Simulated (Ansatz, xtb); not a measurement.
# CH6AlOSi+: which of two structures lies lower

Structure a is a singlet given by its coordinates and structure b is a singlet given by its coordinates. Both are isolated ions in the gas phase, relaxed with PBE0-D3(BJ)/pcseg-1.

a (Å):

```xyz
10

C    -1.5651   -1.3223   -0.8140
Al    0.0211    2.6319   -0.0272
O    -0.7431    1.2312    0.2736
Si   -1.5783   -0.2407    0.6836
H    -2.0849   -0.8547   -1.6585
H    -0.5448   -1.5820   -1.1197
H    -2.0885   -2.2603   -0.5839
H    -2.9288    0.2189    1.0883
H    -0.8050   -0.7798    1.8284
H     0.7530    3.9614   -0.3312
```

Close contacts (Å): C1–Si4 1.85, Al2–O3 1.62, O3–Si4 1.74, C1–H5 1.10, C1–H6 1.10, C1–H7 1.10, Al2–H10 1.55, Si4–H8 1.48, Si4–H9 1.48.

b (Å):

| atom | x (Å) | y (Å) | z (Å) |
| --- | --- | --- | --- |
| C | -0.6756 | 0.6913 | -2.2150 |
| Al | -2.3736 | -0.6056 | 1.8996 |
| O | -1.2442 | -0.2683 | 0.5407 |
| Si | -0.2009 | 0.0014 | -0.6019 |
| H | -1.7582 | 0.8284 | -2.3049 |
| H | -0.3156 | 0.0297 | -3.0168 |
| H | 1.2037 | -0.3342 | -0.2884 |
| H | -0.1708 | 1.6596 | -2.3549 |
| H | -2.9387 | -2.0629 | 1.8129 |
| H | -2.5217 | 0.6440 | 2.8309 |

Close contacts (Å): C1–Si4 1.82, Al2–O3 1.80, O3–Si4 1.57, C1–H5 1.09, C1–H6 1.10, C1–H8 1.10, Al2–H9 1.57, Al2–H10 1.57, Si4–H7 1.48.

Which of the two would you expect CCSD(T)/def2-SVP + ΔMP2/def2-TZVPP electronic energies to favour?

Structure b; the calculation gives E(b) − E(a) = −0.071 eV.

Level by level:

```json
{"level": "GFN2-xTB", "geometry": "GFN2-xTB", "E(b) − E(a) (eV)": "−1.081", "departure from the last row (eV)": "−1.010", "job, with rough time for the two": "optimisation, 0.38 s"}
{"level": "HF/STO-3G", "geometry": "GFN2-xTB", "E(b) − E(a) (eV)": "+0.192", "departure from the last row (eV)": "+0.263", "job, with rough time for the two": "single point, 0.28 s"}
{"level": "r2SCAN-D4/def2-SVP", "geometry": "GFN2-xTB", "E(b) − E(a) (eV)": "−0.052", "departure from the last row (eV)": "+0.019", "job, with rough time for the two": "single point, 3.4 s"}
{"level": "PBE0-D3(BJ)/pcseg-1", "geometry": "PBE0-D3(BJ)/pcseg-1", "E(b) − E(a) (eV)": "−0.096", "departure from the last row (eV)": "−0.025", "job, with rough time for the two": "optimisation, 2 min"}
{"level": "HF/def2-SVP", "geometry": "PBE0-D3(BJ)/pcseg-1", "E(b) − E(a) (eV)": "−0.143", "departure from the last row (eV)": "−0.073", "job, with rough time for the two": "part of the CCSD(T) run"}
{"level": "MP2/def2-SVP", "geometry": "PBE0-D3(BJ)/pcseg-1", "E(b) − E(a) (eV)": "−0.048", "departure from the last row (eV)": "+0.023", "job, with rough time for the two": "part of the CCSD(T) run"}
{"level": "CCSD(T)/def2-SVP", "geometry": "PBE0-D3(BJ)/pcseg-1", "E(b) − E(a) (eV)": "−0.070", "departure from the last row (eV)": "+0.001", "job, with rough time for the two": "single point"}
{"level": "CCSD(T)/def2-SVP + ΔMP2/def2-TZVPP", "geometry": "PBE0-D3(BJ)/pcseg-1", "E(b) − E(a) (eV)": "−0.071", "departure from the last row (eV)": "", "job, with rough time for the two": "single point, 15 s"}
```

HF/STO-3G puts the two in the other order. The largest departure from CCSD(T)/def2-SVP + ΔMP2/def2-TZVPP is that of GFN2-xTB, 1.010 eV. The last row adds to CCSD(T) the change of the MP2 difference between the two basis sets, here −0.001 eV.

With harmonic frequencies from PBE0-D3(BJ)/pcseg-1 (ideal gas, rigid rotor, one conformer each, 298.15 K, 1 atm): on the last row, ΔE + ΔZPE = −0.136 eV. A mode under 50 cm⁻¹ makes harmonic enthalpies and free energies unreliable, so none is given.

The correlated steps freeze 12 core orbitals. Run with Ansatz 0.2.0, xtb 6.7.1; the last row on 2 threads of Arm Neoverse V1 on a shared host.
